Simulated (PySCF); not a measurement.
## Correlation energy of S⁺ (sulfur, charge +1)

[Ne] 3s1 3p4, high-spin 4P determinant (an excited configuration). Calculation: PySCF 2.14, in x2c-QZVPPall with one added diffuse shell each of s, p, d, f type (10s7p5d3f1g, 86 functions); scalar relativity by spin-free X2C-1e. Frozen: [Ne]; 5 electrons correlated.

MP2 pair energies summed by pair of shells (mhartree):

| pair | energy | share (%) |
| --- | --- | --- |
| 3p-3p | -84.48 | 87.1 |
| 3s-3p | -12.52 | 12.9 |

Total MP2 correlation energy: -97.00 mhartree.

Same-spin part -25.76 and opposite-spin part -71.24 mhartree; SCS-MP2 scales them by 1/3 and 6/5 to -94.08 mhartree.
